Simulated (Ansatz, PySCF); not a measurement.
biphenyl (C12H10), SMILES c1ccc(-c2ccccc2)cc1.

Coordinates come from a B3LYP-D3(BJ)/def2-SVP optimisation. The values are those of a single conformer.

Vertical ionisation energy (IE) and electron affinity (EA) in eV. Rows of orbital energies are one-electron estimates. Where ΔSCF, EOM or ADC give a negative EA the extra electron is unbound and the value depends on the basis.

| level | IE | EA |
|---|---|---|
| −ε(HOMO), −ε(LUMO), HF/def2-SVP (PySCF) | 8.21 | -2.60 |
| −ε(HOMO), −ε(LUMO), PBE/def2-SVP (PySCF) | ? | ? |
| ΔSCF, PBE/def2-SVPD (Ansatz), final states of multiplicity 2 and 2 | 7.99 | -0.29 |

Task: Some entries are withheld; supply them. (An estimate is asked for; the answer gives what the named calculation found.)

Result: 
- −ε(HOMO), −ε(LUMO), PBE/def2-SVP (PySCF), IE: 5.63
- −ε(HOMO), −ε(LUMO), PBE/def2-SVP (PySCF), EA: 1.71

Task: What vertical singlet–triplet gap does ΔSCF give with PBE/def2-SVPD (Ansatz, an electronic-structure program)? (An estimate is asked for; the answer gives what the named calculation found.)

Result: 3.53 eV (triplet above singlet where positive).
